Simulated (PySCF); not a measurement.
**Electron correlation in Hg⁴⁴⁺ (mercury, charge +44)**

Starting occupation: [Kr]. Computed with PySCF 2.14 in an uncontracted even-tempered set (18 s from 2.5 bohr⁻², ratio 2.6; 16 p from 3.2 bohr⁻², ratio 2.6; 11 d from 3.2 bohr⁻², ratio 2.6; 5 f from 3.3 bohr⁻², ratio 2.8), with X2C-1e with screened-nucleus spin-orbit coupling, Gaussian nucleus. Frozen: [Ar] 3d10; 8 electrons correlated; the 114 highest virtual spinors left out.

MP2 pair energies summed by pair of shells (mhartree):

```json
{"pair": "4p3/2-4p3/2", "energy": "-127.11", "share (%)": "39.6"}
{"pair": "4p1/2-4p3/2", "energy": "-107.04", "share (%)": "33.3"}
{"pair": "4p3/2-4s1/2", "energy": "-31.69", "share (%)": "9.9"}
{"pair": "4p1/2-4p1/2", "energy": "-27.81", "share (%)": "8.7"}
{"pair": "4p1/2-4s1/2", "energy": "-16.00", "share (%)": "5.0"}
{"pair": "4s1/2-4s1/2", "energy": "-11.50", "share (%)": "3.6"}
```

Total MP2 correlation energy: -321.16 mhartree.

The virtual space was cut to 74 spinors, which keep -317.61 of the -321.16 mhartree of MP2 correlation.

```csv
level,correlation energy (mhartree)
CCSD,-337.72
(T),-2.06
CCSD(T),-339.78
```

Diagnostics: T1 = 0.00015, largest double amplitude 0.033.

Cost of the coupled-cluster step: 63 s of wall time on 1 thread of Neoverse-V2 (shared host), for 8 occupied and 74 virtual spinors.

At this charge the one-electron X2C treatment keeps the bare 1/r₁₂, with no two-electron picture change or Breit term. The effect here is smaller than on the frozen 1s shell.
